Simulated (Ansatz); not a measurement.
Geometry optimisation, UKS B3LYP-D4/def2-SVP (Ansatz 0.2.0).

input.yaml

```yaml
crystal:
  periodic: [false, false, false]
  atoms:
    - { symbol: H, position_ang: [-0.606631, -1.431618, -0.511343] }
    - { symbol: Sb, position_ang: [0.916679, 0.373137, 1.336082] }
    - { symbol: O, position_ang: [-1.245633, -1.207075, -1.209845] }
    - { symbol: O, position_ang: [-1.144237, 0.228554, -1.224753] }
    - { symbol: H, position_ang: [1.802026, 1.29174, 0.174432] }
    - { symbol: H, position_ang: [2.311622, 0.264589, 2.355632] }
    - { symbol: H, position_ang: [-2.033826, 0.480773, -0.920205] }
magnetization:
  spin_polarized: true
  initial_magnetization: 1
basis:
  gaussian: { orbitals: def2-SVP }
hamiltonian:
  xc: b3lyp
  dispersion: d4
relax:
  f_tol: 0.03
  max_steps: 50
```

Launched with:

```bash
$ ansatz run input.yaml --threads 2 --pin off --max-ram 3072MiB --backend cpu --events-out ev --progress --plain --runs-dir out
```

Question: Where does it end, and by what steps?

Answer: The forces met the threshold. The force dipped under the threshold on the way, but the program's further checks kept it going. After 7 steps the energy has fallen by 0.005 eV; H5 moved furthest, 0.21 Å.

```json
{"step": "0", "energy less start (eV)": "0.0000", "largest force component (eV/Å)": "0.096", "accepted": "yes"}
{"step": "1", "energy less start (eV)": "-0.0005", "largest force component (eV/Å)": "0.060", "accepted": "yes"}
{"step": "2", "energy less start (eV)": "-0.0011", "largest force component (eV/Å)": "0.030", "accepted": "yes"}
{"step": "3", "energy less start (eV)": "-0.0017", "largest force component (eV/Å)": "0.027", "accepted": "yes"}
{"step": "4", "energy less start (eV)": "-0.0024", "largest force component (eV/Å)": "0.090", "accepted": "yes"}
{"step": "5", "energy less start (eV)": "-0.0027", "largest force component (eV/Å)": "0.151", "accepted": "yes"}
{"step": "6", "energy less start (eV)": "-0.0046", "largest force component (eV/Å)": "0.025", "accepted": "yes"}
{"step": "7", "energy less start (eV)": "-0.0047", "largest force component (eV/Å)": "0.029", "accepted": "yes"}
```

```xyz
7
Properties=species:S:1:pos:R:3
H -0.681 -1.497 -0.517
Sb 1.009 0.222 1.229
O -1.375 -1.234 -1.149
O -1.091 0.172 -1.288
H 1.729 1.465 0.276
H 2.310 0.313 2.366
H -1.902 0.559 -0.918
```

Whether the end is a true minimum wasn't checked by a vibrational analysis.

Run time: 14 s on 2 threads of Intel(R) Xeon(R) Platinum 8488C (Sapphire Rapids), on a shared host, peak memory 0.21 GiB.
